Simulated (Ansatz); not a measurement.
Mulliken charges of H$_{4}$NO$_{2}$Y, SMILES `[NH2][Y]([OH])[OH]` from r2SCAN/def2-TZVPP in Ansatz (PBE0-D4/def2-TZVP geometry).

```json
{"atom": "N1", "x (Å)": "-0.636", "y (Å)": "1.588", "z (Å)": "-0.498", "charge (e)": "-0.598"}
{"atom": "Y2", "x (Å)": "0.133", "y (Å)": "-0.330", "z (Å)": "0.101", "charge (e)": "1.234"}
{"atom": "O3", "x (Å)": "2.085", "y (Å)": "-0.395", "z (Å)": "0.655", "charge (e)": "-0.628"}
{"atom": "O4", "x (Å)": "-1.172", "y (Å)": "-1.885", "z (Å)": "0.058", "charge (e)": "-0.628"}
{"atom": "H5", "x (Å)": "-1.580", "y (Å)": "1.798", "z (Å)": "-0.800", "charge (e)": "0.123"}
{"atom": "H6", "x (Å)": "-0.126", "y (Å)": "2.464", "z (Å)": "-0.534", "charge (e)": "0.123"}
{"atom": "H7", "x (Å)": "2.981", "y (Å)": "-0.553", "z (Å)": "0.937", "charge (e)": "0.187"}
{"atom": "H8", "x (Å)": "-1.686", "y (Å)": "-2.687", "z (Å)": "0.081", "charge (e)": "0.187"}
```

Q: By hand: the dipole of these point charges (1 e Å = 4.8032 D).

A: Σ q r = (0.003, -0.007, 0.001) e Å, of length 0.008 e Å = 0.04 D.

Q: How does the dipole of the full density compare? (Estimate.)

A: Computed: (0.051, -0.127, 0.039) e Å, 0.68 D; the point charges give 0.06 times that, at 9° from its direction.

Point charges leave out the atoms' own dipoles, such as those of lone pairs, and Mulliken's split depends on the basis, so the two needn't agree.
